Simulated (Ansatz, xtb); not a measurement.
**FGaHSi2+: which of two structures lies lower**

We compare I, a triplet given by its coordinates, with II, a triplet given by its coordinates. Both are gas-phase species (loosely bound parts included), relaxed with B3LYP-D3(BJ)/def2-SVP.

I (Å):

```xyz
5

F    -2.0267   -2.7679    1.5834
Ga   -1.2211   -2.8427   -1.0924
Si   -1.1266   -1.4562    2.0039
Si    0.0966   -0.6414    0.2094
H    -1.3857   -1.1952    3.4451
```

Close contacts (Å): F1–Si3 1.65, Ga2–Si4 2.88, Si3–Si4 2.32, Si3–H5 1.49.

II (Å):

```xyz
5

F    -2.3976   -2.7276   -1.2135
Ga    1.3851    1.3227    1.1578
Si   -1.7193   -2.1541    0.1288
Si   -0.2594   -0.3374   -0.4714
H    -0.5088   -0.3826   -1.9584
```

Close contacts (Å): F1–Si3 1.61, Ga2–Si4 2.85, Si3–Si4 2.41, Si4–H5 1.51.

Question: Estimate which is lower in electronic energy at CCSD(T)/def2-TZVP, and by roughly how much.

Answer: The CCSD(T)/def2-TZVP calculation puts structure I lower, by 10.1 kcal/mol.

How the difference moves with the method:

```tsv
level	geometry	E(II) − E(I) (kcal/mol)	departure from the last row (kcal/mol)	job, with rough time for the two
B3LYP-D3(BJ)/def2-SVP	B3LYP-D3(BJ)/def2-SVP	+9.8	−0.3	optimisation, 2.4 min
HF/def2-TZVP	B3LYP-D3(BJ)/def2-SVP	+10.6	+0.4	part of the CCSD(T) run
MP2/def2-TZVP	B3LYP-D3(BJ)/def2-SVP	+11.3	+1.1	part of the CCSD(T) run
CCSD(T)/def2-TZVP	B3LYP-D3(BJ)/def2-SVP	+10.1		single point, 5.4 min
```

The levels shown agree on the order. The largest departure from CCSD(T)/def2-TZVP is that of MP2/def2-TZVP, 1.1 kcal/mol. Levels run at GFN2-xTB geometries aren't shown. The triplet state of I needn't be its ground state. The triplet state of II needn't be its ground state.

With harmonic frequencies from B3LYP-D3(BJ)/def2-SVP (ideal gas, rigid rotor, one conformer each, 298.15 K, 1 atm): on the last row, ΔE + ΔZPE = +9.2 kcal/mol. A mode under 50 cm⁻¹ makes harmonic enthalpies and free energies unreliable, so none is given.

Open shells are spin-unrestricted. The correlated steps freeze 20 core orbitals; the filled d shell of Ga is correlated, in a basis made for valence electrons. Codes used: Ansatz 0.2.0; the last row on 2 threads of Arm Neoverse V2 on a shared host.
